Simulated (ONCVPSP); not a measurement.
## How hard is this B ONCV potential?

ONCVPSP 4.0.1 input, shortened (lines: element, Z, core and valence counts, functional; n l f; lmax; l rc ep ncon nbas qcut; lloc lpopt rc5 dvloc0; l nproj debl; icmod fcfact rcfact), LDA (Perdew-Wang 92), scalar-relativistic:

```
  B 5.00    1    2  -001012      upf
    1    0    2.00
    2    0    2.00
    2    1    0.50
    2
    0    1.05    0.00    5    8    7.80
    1    2.45    0.00    4    8    4.70
    2    1.95    0.10    4    7    5.10
    4    1    0.70    4.00
    0    2    3.70
    1    2    1.30
    2    2    3.90
    3    3.50    1.00
```

Q: For each optimised wave give the share of its norm inside rc, the residual kinetic energy above qcut (Ha) and the cutoffs (Ha) for errors of 10, 1, 0.1 and 0.01 mHa per electron.

A:

```csv
wave,norm inside rc,residual KE,10 mHa,1 mHa,0.1 mHa,0.01 mHa
2s,0.128,2.2e-03,8.6,63.5,139.3,160.8
s projector 2,0.077,8.3e-03,28.4,140.8,195.0,219.9
2p,0.719,2.1e-05,6.0,8.1,9.9,15.7
p projector 2,0.210,3.8e-04,7.7,10.2,17.6,42.0
d projector 1,0.031,2.2e-06,1.5,3.8,7.2,10.8
d projector 2,0.180,4.7e-03,10.6,21.6,51.5,60.9
```

The occupied waves need 64 Ha and 139 Ha for 1 and 0.1 mHa. Note: ghosts flagged at negative energy: s at -136.6 eV; GHOST(+) flagged for d at 109.9 eV. A true bound ghost makes a file unfit for plane-wave use.
